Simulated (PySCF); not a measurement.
C4H4ClI. Atoms are numbered in the order given.

```xyz
10

C     -1.9449     2.6946     0.0000
C     -1.2924     1.5264     0.0000
C      0.1535     1.3625     0.0000
Cl     1.1132     2.8179     0.0000
C      0.8358     0.2037     0.0000
I     -0.0201    -1.6938     0.0000
H     -1.4090     3.6468     0.0000
H     -3.0365     2.7210     0.0000
H     -1.8531     0.5870     0.0000
H      1.9261     0.1897     0.0000
```

The structure is a stationary point at PBE0-D3(BJ)/def2-SVP. The def2 effective core potentials stand for the cores of I; spin–orbit coupling is left out. One conformer was computed; it need not be the lowest.

Vertical ionisation energy (IE) and electron affinity (EA) in eV. Rows of orbital energies are one-electron estimates. Where ΔSCF, EOM or ADC give a negative EA the extra electron is unbound and the value depends on the basis.

| level | IE | EA |
|---|---|---|
| −ε(HOMO), −ε(LUMO), CAM-B3LYP/def2-TZVP (PySCF) | 7.98 | 0.56 |
| −ε(HOMO), −ε(LUMO), PBE/def2-TZVP (PySCF) | 5.79 | 2.50 |
